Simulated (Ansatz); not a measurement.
`ClBCl` + H₂Se → `ClB[SeH]` + HCl at 500 K and 1 bar (ligand exchange at a B–Cl bond).

Isolated molecules relaxed with PBE0-D4/def2-TZVP in Ansatz; ΔE leaves out vibrations. CCSD(T)/CBS is the MP2 limit (def2-TZVPP, def2-QZVPP) plus CCSD(T) − MP2 in def2-TZVPP, frozen cores. This one scheme is used for every species. For Se outer-core shells are correlated without core-valence functions, which leaves a few kJ/mol of doubt a bond. Scalar relativity is left out up to krypton. One conformer a species, not always the lowest.

```csv
species,CCSD(T)/CBS energy (Eh),H − E (kJ/mol),S (J/(mol·K))
`ClBCl`,-945.02167,62.1,296.7
H₂Se,-2401.89790,53.1,237.8
`ClB[SeH]`,-2886.53463,85.9,328.3
HCl,-460.38127,32.5,201.9
```

H − E and S are ideal-gas, rigid-rotor, harmonic terms from PBE0-D4/def2-TZVP, for one conformer and one mirror image of each species. 1 Eh = 2625.50 kJ/mol, R = 8.31446 J/(mol·K).

**Question.** By hand: ΔE, ΔH, ΔS and ΔG.

**Answer.** ΔE = (-2886.53463) + (-460.38127) − (-945.02167) − (-2401.89790) = 0.00367 Eh = 9.6 kJ/mol. Δ(H − E) = 85.9 + 32.5 − 62.1 − 53.1 = 3.2, so ΔH = 12.8 kJ/mol. ΔS = 328.3 + 201.9 − 296.7 − 237.8 = -4.3 J/(mol·K). ΔG = 12.8 − 500 × (-4.3)/1000 = 15.0 kJ/mol.

**Question.** By hand: the equilibrium constant, and the temperature at which ΔG would vanish if ΔH and ΔS stayed fixed.

**Answer.** log₁₀ K = −ΔG/(RT ln 10) = -1.6. ΔH and −TΔS have one sign here, so there is no such temperature.

The number of gas molecules stays the same, so ΔS is small and ΔH decides. A doubt of 5 kJ/mol in ΔE shifts log₁₀ K by 0.5 here. Other conformers and mirror images would add mixing entropy, several J/(mol·K) or more a flexible species. These are equilibria of isolated gas molecules and say nothing of rates. Largest T1 diagnostic: 0.012 (customary marks: 0.02 for closed shells, 0.045 for open ones).

ΔS is within the doubt of such terms, so its sign, and with it that verdict, could turn.
